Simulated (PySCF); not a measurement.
A calculated (LDA, PySCF 2.14, x2c-TZVPall, scalar relativity by spin-free X2C-1e) atom or ion has these occupied shells.

```csv
shell,electrons,orbital energy (eV),"rms radius, mean of both spins (bohr)"
1s α,1,-9507.9,0.0581
1s β,1,-9507.8,0.0581
2s α,1,-1165.6,0.246
2s β,1,-1165.6,0.246
2p α,3,-1013.2,0.220
2p β,3,-1013.2,0.220
3s α,1,-138.32,0.734
3s β,1,-138.30,0.734
3p α,3,-93.028,0.777
3p β,3,-92.985,0.777
3d α,5,-20.243,1.04
3d β,5,-20.047,1.04
4s α,1,-14.831,2.54
```

Q: Name the element and its charge.

A: Zn⁺ (zinc, charge +1), in [Ar] 3d10 4s1, 2S determinant.
